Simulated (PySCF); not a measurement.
A structure optimised at B3LYP-D3(BJ)/def2-SVP, used in a PySCF frequency run:

```
N
H 1 1.0205
C 1 1.4539 2 109.86
H 3 1.1051 1 107.66 2 -175.89
H 3 1.1140 4 105.61 1 121.73
C 1 1.4582 2 109.45 3 127.77
H 6 1.1067 1 108.80 2 71.45
H 6 1.1120 7 104.42 1 -114.08
C 6 1.4937 7 109.30 8 -118.44
H 9 1.0935 6 120.90 7 33.30
H 9 1.0936 10 117.86 6 -172.45
C 3 1.5235 4 109.59 5 117.41
H 12 1.1009 3 110.46 4 62.69
H 12 1.1011 13 108.81 3 122.29
H 12 1.1035 13 107.76 14 116.28
```
Charge 0, spin multiplicity 2.

Problem. Write its SMILES and formula.

Solution. [CH2]CNCC, C4H10N

Problem. What are its rotational constants (standard atomic weights)?

Solution. 13.844, 2.4287, 2.2839 GHz
